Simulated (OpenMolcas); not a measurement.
Rh5+ (d4) among equal point charges was computed by CASSCF with the d shell active (OpenMolcas, ANO-RCC-VDZP on the metal). Its lowest spin-free states, and all those of the highest spin:

```csv
2S+1,Degeneracy,E (cm-1)
5,1,0.0
5,2,4332
5,2,7131
3,2,22544
3,1,23078
3,1,23080
3,2,24707
3,2,25558
3,1,25579
3,2,26589
3,1,27135
3,2,27357
```

**Question.** Is the site octahedral, tetrahedral or cube-like, axial, or of lower symmetry?

**Answer.** The states with 2S+1 = 5 have orbital degeneracies 1, 2, 2. There are pairs but no triples, so the site is axial: not cubic, but with a proper or improper axis of order three or more. The run had Rh5+ among 5 point charges of -2 e arranged as a trigonal bipyramid (D3h), 2.33 Å from the ion, with the axial distance 2.120 Å.

Without dynamic correlation the repulsion within the d shell is too large (B by tens of per cent), so at a given field states of lower spin stand too high. Point charges give a weaker field than real ligands, and real ions of this kind are as a rule low spin; the high spin found here belongs to the model. This is an electrostatic model: the charges have no orbitals. No measured value stands beside these numbers.
